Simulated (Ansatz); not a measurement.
Molecule: C$_{4}$H$_{5}$OSi, net charge -1, singlet state. It need not be the lowest isomer of its formula. Whether it binds its extra electron was not tested at this geometry. 
Geometry from a B3LYP-D3(BJ)/def2-TZVP (Ansatz, a first-principles code) optimisation:
```
C
C 1 1.3677
O 2 1.3488 1 111.10
H 2 1.0811 3 115.74 1 180.00
C 3 1.4349 2 103.70 4 -180.00
C 5 1.3538 3 114.88 2 0.00
H 5 1.0813 6 134.41 1 -180.00
Si 1 1.8256 2 127.08 4 0.00
H 8 1.4933 1 114.16 2 119.58
H 8 1.4933 9 105.03 1 -125.79
H 8 1.5019 9 105.19 10 -110.73
```
Charge -1, spin multiplicity 1.

Basis-set convergence of Hartree-Fock and CCSD(T) correlation energies (hartree) with Ansatz. Correlated levels leave the core frozen unless marked. Spin-orbit coupling is left out. Non-relativistic. This anion needs diffuse functions, which these sets lack.

| basis | functions | E(HF) | E(corr, CCSD(T)) |
|---|---|---|---|
| cc-pV(D+d)Z | 118 | -518.09357 | -0.89355 |
| cc-pV(T+d)Z | 259 | -518.17243 | -1.08543 |
| cc-pV(Q+d)Z | 489 | ___ | ___ |

Q: Some entries are withheld; supply them.

A: 
- cc-pV(Q+d)Z, E(HF): -518.19422
- cc-pV(Q+d)Z, E(corr, CCSD(T)): -1.14747
